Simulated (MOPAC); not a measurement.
Input file for MOPAC: PM7 on AgO, 2S+1 = 2, a spin state set in the input, which need not be the lowest, a point of a bond scan (R = 1.904 Å).

```
PM7 1SCF PRECISE CHARGE=0 UHF MS=0.5 THREADS=1
AgO

Ag     0.00000000 1     0.00000000 1     0.00000000 1
O      0.00000000 1     0.00000000 1     1.90359100 1
```

Output:

```
*******************************************************************************
 **                                                                           **
 **                              MOPAC v23.2.5                                **
 **                                                                           **
 *******************************************************************************
 ** MOPAC's Digital Object Identifier: https://doi.org/10.5281/zenodo.6511958 **
 **                                                                           **
 ** Please cite the open-source release paper for use of this MOPAC version:  **
 ** J. E. Moussa and J. J. P. Stewart (2026)                                  **
 ** MOPAC: An open-source semiempirical molecular orbital program             **
 ** J. Open Source Softw., 11(119), 8025, https://doi.org/10.21105/joss.08025 **
 *******************************************************************************

                              PM7 CALCULATION RESULTS

 *******************************************************************************
 *  PM7        - The PM7 Hamiltonian to be used
 *  UHF        - UNRESTRICTED HARTREE-FOCK CALCULATION
 *
 *
 *
 *                 CHARGE ON SYSTEM = 0
 *
 *
 *
 *  MS=        - IN MECI, MAGNETIC COMPONENT OF SPIN =  0.5
 *  PRECISE    - TIGHTER CRITERIA TO BE USED
 *  1SCF       - DO 1 SCF AND THEN STOP
 *  THREADS=1  - MULTI-THREADING NOT USED
 *  T=         - A TIME OF 172800.0 SECONDS REQUESTED
 *  DUMP=N     - RESTART FILE WRITTEN EVERY 7200.0 SECONDS REQUESTED
 *******************************************************************************
PM7 1SCF PRECISE CHARGE=0 UHF MS=0.5 THREADS=1
 AgO

   ATOM   CHEMICAL          X               Y               Z
  NUMBER   SYMBOL      (ANGSTROMS)     (ANGSTROMS)     (ANGSTROMS)

     1      Ag          0.00000000  *   0.00000000  *   0.00000000  *
     2       O          0.00000000  *   0.00000000  *   1.90359100  *



          CARTESIAN COORDINATES

    NO.       ATOM           X           Y           Z

     1        Ag          0.0000      0.0000      0.0000
     2         O          0.0000      0.0000      1.9036

 General Reference for PM7:
 "Optimization of Parameters for Semiempirical Methods VI: More Modifications to the
 NDDO Approximations and Re-optimization of Parameters", J. J. P. Stewart, J. Mol. Mod., 1:32, 19 (2013)
 https://link.springer.com/article/10.1007/s00894-012-1667-x

           Empirical Formula: O Ag  =     2 atoms



      MOLECULAR POINT GROUP   :   C*v


          UHF CALCULATION, NO. OF ALPHA ELECTRONS =    9
                           NO. OF BETA  ELECTRONS =    8

 -------------------------------------------------------------------------------
 PM7 1SCF PRECISE CHARGE=0 UHF MS=0.5 THREADS=1
 AgO



     1SCF WAS SPECIFIED, SO BFGS WAS NOT USED
     SCF FIELD WAS ACHIEVED


                              PM7 CALCULATION
                                                       MOPAC v23.2.5 Linux




          FINAL HEAT OF FORMATION =        111.39864 KCAL/MOL =     466.09192 KJ/MOL


          COSMO AREA              =         66.14 SQUARE ANGSTROMS
          COSMO VOLUME            =         47.45 CUBIC ANGSTROMS

          IONIZATION POTENTIAL    =          8.197495 EV
          ALPHA SOMO LUMO (EV)    =         -9.025  0.446
          BETA  SOMO LUMO (EV)    =         -8.197 -1.504
          NO. OF ALPHA ELECTRONS  =          9
          NO. OF BETA  ELECTRONS  =          8
          MOLECULAR WEIGHT        =        123.8674         POINT GROUP:  C*v

          MOLECULAR DIMENSIONS (Angstroms)

            Atom       Atom       Distance
            O     2   Ag     1     1.90359
            O     2   Ag     1     0.00000
           Ag     1    O     2     0.00000


          SCF CALCULATIONS        =          1





   ATOM   CHEMICAL          X               Y               Z
  NUMBER   SYMBOL      (ANGSTROMS)     (ANGSTROMS)     (ANGSTROMS)

     1      Ag          0.00000000  *   0.00000000  *   0.00000000  *
     2       O          0.00000000  *   0.00000000  *   1.90359100  *

                             CARTESIAN COORDINATES

   1   Ag        0.000000000     0.000000000     0.000000000
   2    O        0.000000000     0.000000000     1.903591000


           Empirical Formula: O Ag  =     2 atoms



      MOLECULAR POINT GROUP   :   C*v


          ALPHA EIGENVALUES
 -23.73664 -19.46141 -18.05596 -18.05596 -18.03606 -18.03606 -10.69023  -9.02514
  -9.02514   0.44615  57.12407  57.12407  57.93267


           BETA EIGENVALUES
 -21.33230 -18.02321 -17.86247 -17.86247 -17.57972 -17.57972  -8.19749  -8.19749
  -1.50385   1.83690  57.13314  57.13314  57.92550


              NET ATOMIC CHARGES AND DIPOLE CONTRIBUTIONS

  ATOM NO.   TYPE          CHARGE      No. of ELECS.   s-Pop       p-Pop       d-Pop
    1         Ag           0.708349       10.2917     0.38493     0.01567     9.89105
    2          O          -0.708349        6.7083     1.88317     4.82518
 DIPOLE           X         Y         Z       TOTAL
 POINT-CHG.     0.000     0.000    -6.477     6.477
 HYBRID        -0.000    -0.000    -0.370     0.370
 SUM           -0.000    -0.000    -6.847     6.847


          ATOMIC ORBITAL ELECTRON POPULATIONS

     Atom    s        px        py        pz      x^2-y^2     xz        z^2       yz        xy
    1 Ag   0.38493   0.00173   0.00173   0.01222   2.00000   1.99998   1.89109   1.99998   2.00000
    2  O   1.88317   1.99829   1.99829   0.82859


                    (SZ)    =    0.500000
                    (S**2)  =    0.763438


          ATOMIC ORBITAL SPIN POPULATIONS

    Atom   Total    s     px     py     pz   x^2-y^2  xz     z^2    yz     xy
         Atomic
    1 Ag  0.3167  0.278 -0.000 -0.000  0.005  0.000  0.000  0.034  0.000  0.000
    2  O  0.6833  0.047  0.000  0.000  0.636

 **********************
 *                    *
 * JOB ENDED NORMALLY *
 *                    *
 **********************




 == MOPAC DONE ==
```

The run finished.

Cost: about 0.020 core-seconds (a rough figure).
